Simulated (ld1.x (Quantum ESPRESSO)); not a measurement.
Transferability test, RRKJ potential for carbon (C)

```
Element                 : carbon
Generator               : ld1.x (Quantum ESPRESSO) 7.5
Type                    : norm-conserving RRKJ (Kleinman–Bylander form)
Functional              : BP86
Relativity              : fully relativistic
Frozen core             : [He]
Valence charge          : 4
Reference configuration : 2s1 2p3
Partial waves           : 2s (bound): rc 1.20 bohr; 2p (bound): rc 1.95 bohr
Local potential         : all-electron potential smoothed inside 1.55 bohr (lloc = -2)
Core correction         : a·sin(br)/r model core inside 0.80 bohr
```

Open shells are filled in proportion to 2j + 1 (rel_dist='average').

Energies are relative to the spin-unpolarised reference configuration 2s1 2p3; without spin polarisation the order of configurations can differ from experiment. The frozen-core shift is the all-electron ΔE with the core orbitals held at their reference shape minus the fully relaxed ΔE.

(1) Give the all-electron excitation energy and the error of the potential for: 2s2 2p2; 2s2 2p1; 2s2 2p0; 2s0 2p4; 2s2 2p1.5; 2s1 2p2; 2s2 2p2.3.

Answers

(1)

```json
{"valence configuration": "2s2 2p2", "charge": "0", "ΔE all-electron (eV)": "-8.486", "error AE − PS (meV)": "-5.2", "frozen-core shift (meV)": "+0.4"}
{"valence configuration": "2s2 2p1", "charge": "+1", "ΔE all-electron (eV)": "2.458", "error AE − PS (meV)": "+54", "frozen-core shift (meV)": "+0.5"}
{"valence configuration": "2s2 2p0", "charge": "+2", "ΔE all-electron (eV)": "26.654", "error AE − PS (meV)": "+334", "frozen-core shift (meV)": "+3.8"}
{"valence configuration": "2s0 2p4", "charge": "0", "ΔE all-electron (eV)": "8.502", "error AE − PS (meV)": "-4.1", "frozen-core shift (meV)": "+0.4"}
{"valence configuration": "2s2 2p1.5", "charge": "+0.5", "ΔE all-electron (eV)": "-4.478", "error AE − PS (meV)": "+12", "frozen-core shift (meV)": "+0.4"}
{"valence configuration": "2s1 2p2", "charge": "+1", "ΔE all-electron (eV)": "11.241", "error AE − PS (meV)": "+7.8", "frozen-core shift (meV)": "+0.2"}
{"valence configuration": "2s2 2p2.3", "charge": "-0.3", "ΔE all-electron (eV)": "-9.673", "error AE − PS (meV)": "-9.9", "frozen-core shift (meV)": "+0.3"}
```
